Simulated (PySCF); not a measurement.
HfF₃Cl, SMILES [F][Hf]([F])([F])[Cl], multiplicity 1. Atoms are numbered in the order given.

```xyz
5

Hf     0.0000     0.0000    -0.1933
F     -1.5505    -0.8952    -0.8475
F      0.0000     1.7904    -0.8475
F      1.5505    -0.8952    -0.8475
Cl     0.0000     0.0000     2.1650
```

The structure is a stationary point at B3LYP-D3(BJ)/def2-SVP. The multiplicity is an assumed one; no other spin state was optimised. The structure was generated by enumeration; whether it is a known compound was not checked. The def2 effective core potentials stand for the cores of Hf; spin–orbit coupling is left out.

Level of theory: B3LYP-D3(BJ)/def2-SVP run with PySCF 2.14.0.

Frequencies are harmonic and unscaled.

Modes within 1.5 cm⁻¹ of each other (mostly degenerate sets) share a row, with their intensities summed.

Computed harmonic wavenumbers and intensities:
```tsv
mode	ν (cm⁻¹)	IR (km/mol)	Raman (Å⁴/amu)	depolarisation	moving atoms (share of kinetic energy)
1–2	122	18.9	2.1	0.75	F 56 %, Cl 31 %, Hf 14 %
3	157	17.9	0.1	0.62	F 82 %, Hf 12 %
4–5	161	17.7	1.8	0.75	F 94 %
6	388	57.5	3.8	0.08	Cl 80 %, Hf 19 %
7–8	675	244.0	0.5	0.75	F 86 %, Hf 14 %
9	680	56.8	7.6	0.01	F 96 %
```
